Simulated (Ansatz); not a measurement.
Task: Predict a relaxed structure of the cluster Zr₃, charge 0, singlet, at B3LYP-D4/def2-TZVP (Ansatz).

Result: 
Cartesian coordinates in Å:
```
Zr 0.188 1.454 -0.459
Zr 1.030 -1.070 -0.396
Zr -1.218 -0.385 0.855
```
Point group D3h (tolerance 0.1 Å). This is one stationary point.

In the def2 sets Zr takes a core potential; there is no spin–orbit coupling. The restricted singlet is unstable towards broken spin symmetry at other levels; at B3LYP-D4/def2-TZVP this wasn't settled. At B3LYP-D4/def2-TZVP a triplet of charge 0 lies 0.24 eV below the restricted singlet, each at its own geometry. The structure comes from a short search, and lower isomers may exist.
